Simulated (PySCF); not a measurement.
NMR data sheet: C₆H₈O₂Si

```yaml
Formula: C6H8O2Si
SMILES: CC(=O)C1=C[SiH2]C=CO1
InChI: InChI=1S/C6H8O2Si/c1-5(7)6-4-9-3-2-8-6/h2-4H,9H2,1H3
Point_group_of_the_computed_structure: Cs
Degrees_of_unsaturation: 4
Carbon_signals: 6
Proton_signals: 5
```

Mapped SMILES: `[CH3:1][C:2](=[O:3])[C:4]1=[CH:5][SiH2:6][CH:7]=[CH:8][O:9]1`. Hydrogens are named by the atom that carries them.

- coordinates at the GFN2-xTB level
- NMR shieldings at PBE0/pcSseg-1/GIAO
- run in PySCF
- single conformer, no solvent, non-relativistic Hamiltonian, fast rotation and ring inversion assumed for equivalent nuclei

Shifts are taken against calculated references (same method and geometry level): ¹H (31.72 ppm) and ¹³C (186.93 ppm) and ²⁹Si (349.16 ppm) vs TMS; ¹⁷O (336.08 ppm) vs H2O.

| carbon | δC, type | δH (multiplicity) | HMBC from (2–3 bonds) | span of the C tensor (ppm) |
| --- | --- | --- | --- | --- |
| C1 | 28.9, CH3 | 2.35 (s) | – | 48 |
| C2 | 196.4, C | – | H(C5), H(C1) | 200 |
| C4 | 164.8, C | – | H(C8), H(C5), H(Si6), H(C1) | 189 |
| C5 | 108.2, CH | 6.82 (t) | H(C7), H(Si6) | 221 |
| C7 | 98.9, CH | 5.23 (m) | H(C8), H(C5), H(Si6) | 203 |
| C8 | 160.9, CH | 7.38 (d) | H(C7), H(Si6) | 196 |

Other nuclei:
```
 atoms  nucleus                                                environment  δ (ppm)  σ (ppm)
H(Si6)       ¹H  hydrogen on a silicon bonded to 2 C, in a 6-membered ring     5.01    26.71
   Si6     ²⁹Si           silicon bonded to 2 C, 2 H, in a 6-membered ring    -80.6    429.7
    O3      ¹⁷O                                              ketone oxygen    642.9   -306.8
    O9      ¹⁷O                                               ether oxygen    204.6    131.4
```

- Carbon types of the structure: 2 × C, 3 × CH, 1 × CH3, leaving 2 H on heteroatoms.
- δC 196.4: ketone carbonyl carbon; the double bond to the heteroatom, with no lone-pair donor beside it, deshields it most.
- δC 164.8, 160.9: alkene carbon bearing oxygen; an sp2 carbon further deshielded by the attached heteroatom.
- δC 108.2: β carbon of a C=C–C=O unit.
- δC 98.9: β carbon of an enol-ether or enamine type C=C; the O or N lone pair pushes π density onto this β carbon and shields it.
- δH 6.82: hydrogen on a β carbon of a C=C–C=O unit; attached to an sp2 carbon and in the plane of the double bond.

Shifts are as computed. Against solution values, carbons near 30 ppm lie about +3 ppm off and those near 130 ppm about +5 ppm. Of 1211 compounds with measured shifts, 218 miss one by over three times the rms of a fit or turn the order of signals round; such compounds aren't used in these exercises. Unscaled 17O shifts of doubly bonded oxygen tend to come out too high, by tens of ppm or more. Experimental scales use liquid or dissolved standards, which lie at an offset from isolated H2O (liquid H2O: subtract about 36 ppm). No couplings were computed; multiplicities are counted from neighbouring protons, with m where these are inequivalent, close in shift, in a saturated or five-membered ring or joined by F or P, and br s for small geminal =CH2 splittings.
